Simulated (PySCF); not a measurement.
Geometry:
```json
{"atom": "C1", "x (Å)": "2.123", "y (Å)": "-0.427", "z (Å)": "1.266"}
{"atom": "C2", "x (Å)": "1.496", "y (Å)": "0.687", "z (Å)": "0.941"}
{"atom": "C3", "x (Å)": "1.373", "y (Å)": "1.213", "z (Å)": "-0.452"}
{"atom": "C4", "x (Å)": "-0.100", "y (Å)": "1.238", "z (Å)": "-0.901"}
{"atom": "C5", "x (Å)": "-0.658", "y (Å)": "-0.140", "z (Å)": "-0.932"}
{"atom": "C6", "x (Å)": "-0.541", "y (Å)": "-1.096", "z (Å)": "-1.969"}
{"atom": "N7", "x (Å)": "-1.110", "y (Å)": "-2.221", "z (Å)": "-1.637"}
{"atom": "O8", "x (Å)": "-1.610", "y (Å)": "-2.058", "z (Å)": "-0.392"}
{"atom": "C9", "x (Å)": "-1.346", "y (Å)": "-0.814", "z (Å)": "0.049"}
{"atom": "Si10", "x (Å)": "-1.947", "y (Å)": "-0.384", "z (Å)": "1.774"}
{"atom": "H11", "x (Å)": "2.180", "y (Å)": "-0.776", "z (Å)": "2.283"}
{"atom": "H12", "x (Å)": "2.616", "y (Å)": "-1.037", "z (Å)": "0.527"}
{"atom": "H13", "x (Å)": "1.003", "y (Å)": "1.278", "z (Å)": "1.702"}
{"atom": "H14", "x (Å)": "1.767", "y (Å)": "2.233", "z (Å)": "-0.495"}
{"atom": "H15", "x (Å)": "1.951", "y (Å)": "0.591", "z (Å)": "-1.138"}
{"atom": "H16", "x (Å)": "-0.679", "y (Å)": "1.850", "z (Å)": "-0.208"}
{"atom": "H17", "x (Å)": "-0.163", "y (Å)": "1.680", "z (Å)": "-1.898"}
{"atom": "H18", "x (Å)": "-0.073", "y (Å)": "-0.989", "z (Å)": "-2.927"}
{"atom": "H19", "x (Å)": "-3.203", "y (Å)": "-1.096", "z (Å)": "1.996"}
{"atom": "H20", "x (Å)": "-2.156", "y (Å)": "1.065", "z (Å)": "1.817"}
{"atom": "H21", "x (Å)": "-0.930", "y (Å)": "-0.779", "z (Å)": "2.747"}
```

PySCF calculation with shieldings: GIAO PBE0/pcSseg-1 and GFN2-xTB geometry; a single conformation, isolated molecule, one averaged value for each set of equivalent atoms, non-relativistic Hamiltonian.

Shifts are taken against calculated references (same method and geometry level): ¹³C and ¹H and ²⁹Si against TMS; ¹⁵N vs NH3; ¹⁷O against H2O.

| atoms | nucleus | count | Hirshfeld charge | δ (ppm) |
| --- | --- | --- | --- | --- |
| H13 | ¹H | 1 | 0.04 | 5.84 |
| H12 | ¹H | 1 | 0.05 | 5.07 |
| C2 | ¹³C | 1 | -0.04 | 145.4 |
| N7 | ¹⁵N | 1 | -0.12 | ? |
| H18 | ¹H | 1 | 0.07 | 8.17 |
| C1 | ¹³C | 1 | -0.10 | 127.8 |
| H14/H15 | ¹H | 2 | 0.04 | ? |
| C3 | ¹³C | 1 | -0.07 | ? |
| Si10 | ²⁹Si | 1 | 0.32 | -89.8 |
| C4 | ¹³C | 1 | -0.06 | 26.6 |
| C9 | ¹³C | 1 | -0.04 | 171.0 |
| C6 | ¹³C | 1 | -0.02 | 153.3 |
| H16/H17 | ¹H | 2 | 0.04 | ? |
| H11 | ¹H | 1 | 0.05 | ? |
| C5 | ¹³C | 1 | -0.03 | 137.0 |
| O8 | ¹⁷O | 1 | -0.03 | 430.3 |
| H19/H20/H21 | ¹H | 3 | -0.07 | 4.48 |

Estimate the values marked ?.

Answers


- C3: 41.8 ppm, allylic sp3 CH2; a saturated carbon with 2 carbon neighbours and no heteroatom attached
- H11: 5.33 ppm, hydrogen on a terminal =CH2 carbon; olefinic region
- H16/H17: 2.75 ppm, hydrogen on an sp3 CH2 on an aromatic ring; benzylic-type position, deshielded by the ring
- H14/H15: 2.29 ppm, hydrogen on an allylic sp3 CH2; allylic position
- N7: 441.6 ppm, pyridine-type nitrogen of an azole

Shifts are as computed. Against solution values, carbons near 30 ppm lie about +3 ppm off and those near 130 ppm about +5 ppm. Of 1211 compounds with measured shifts, 218 miss one by over three times the rms of a fit or turn the order of signals round; such compounds aren't used in these exercises. Unscaled 17O shifts of doubly bonded oxygen tend to come out too high, by tens of ppm or more. Experimental scales use liquid or dissolved standards, which lie at an offset from isolated NH3 (liquid NH3: subtract about 20 ppm) and H2O (liquid H2O: subtract about 36 ppm). Unscaled 15N shifts of sp2 nitrogen come out 20 to 40 ppm too high even then.
